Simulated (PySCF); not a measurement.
C2H7BS.
Geometry (PBE0-D3(BJ)/def2-SVP, Å), atoms numbered from 1 in this order:
```xyz
11
C2H7BS angstrom
B     -1.4698   -0.1104   -0.6504
C     -0.6053   -0.6454    0.5290
S      0.7810    0.3683    1.1109
C      1.7890    0.3839   -0.3838
H     -1.4047    1.0395   -1.0184
H     -2.2681   -0.8553   -1.1757
H     -1.3368   -0.6612    1.3666
H     -0.3134   -1.7044    0.4120
H      1.2535    0.8457   -1.2283
H      2.1157   -0.6299   -0.6636
H      2.6799    0.9885   -0.1648
```

Method: EOM-IP-CCSD/aug-cc-pVDZ in PySCF, restricted Hartree–Fock reference, 8 core orbitals frozen, non-relativistic, gas phase, PBE0-D3(BJ)/def2-SVP geometry.

Hartree–Fock orbital energies give these Koopmans values (eV): HOMO 9.08, HOMO-1 11.54, HOMO-2 12.76, HOMO-3 13.83, HOMO-4 14.13, HOMO-5 15.56, HOMO-6 16.17, HOMO-7 16.30.

**Question.** What vertical ionisation energies does EOM-IP-CCSD give?

**Answer.** 
```csv
leading hole (HF orbital),Koopmans (eV),EOM-IP-CCSD (eV),change (eV),one-hole share
HOMO,9.08,8.41,-0.67,0.96
HOMO-1,11.54,10.83,-0.71,0.96
HOMO-2,12.76,12.00,-0.76,0.96
HOMO-3,13.83,12.88,-0.95,0.95
HOMO-4,14.13,13.15,-0.98,0.95
HOMO-5,15.56,14.46,-1.10,0.95
HOMO-6,16.17,14.99,-1.18,0.94
HOMO-7,16.30,15.14,-1.16,0.94
```

**Question.** Does the order of the lines follow the orbital energies?

**Answer.** Yes, no two lines change places. The corrections run from -1.18 to -0.67 eV, with a mean of -0.94 eV over the 8 lines; no line lies above its Koopmans value.

**Question.** At what kinetic energies would He I light (21.22 eV) eject these electrons?

**Answer.** 12.81 eV (HOMO), 10.39 eV (HOMO-1), 9.22 eV (HOMO-2), 8.34 eV (HOMO-3), 8.07 eV (HOMO-4), 6.76 eV (HOMO-5), 6.23 eV (HOMO-6), 6.08 eV (HOMO-7).

**Question.** What total energy has the lowest final state, and which wavelength reaches it?

**Answer.** E(CCSD) + ionisation energy = -502.60031 + 0.30920 = -502.29111 Eh, at the geometry of the initial state. The threshold wavelength is 1239.84 eV nm/8.41 eV = 147.4 nm.

One root was sought for each valence orbital with −ε under 21 eV, eight at most, so deeper holes and satellites are missing; no vibrational structure.

One conformer stands for the species.
